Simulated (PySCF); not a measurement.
ScCl2, SMILES [Cl][Sc+][Cl], charge +1.

Geometry optimised at B3LYP-D3(BJ)/def2-TZVP. The spin state was assumed, not searched. The isomer is the one that the SMILES or the coordinates give; other isomers of the formula were not compared.

Level of theory: PBE/def2-TZVPD (PySCF).

Symmetry labels are those of the subgroup C2v that the program uses (full group C2v).

**Question.** List the valence orbital energies around the gap with their symmetry. (The exact figures need the calculation; the answer reports its results.)

**Answer.** 
```tsv
orbital	symmetry	energy (eV)
HOMO−7	A1	-25.30
HOMO−6	B2	-25.14
HOMO−5	A1	-14.46
HOMO−4	B2	-14.18
HOMO−3	A1	-13.75
HOMO−2	A2	-13.65
HOMO−1	B1	-13.55
HOMO	B2	-13.17
LUMO	A1	-9.79
LUMO+1	B1	-9.71
LUMO+2	A1	-9.24
LUMO+3	A2	-9.21
```
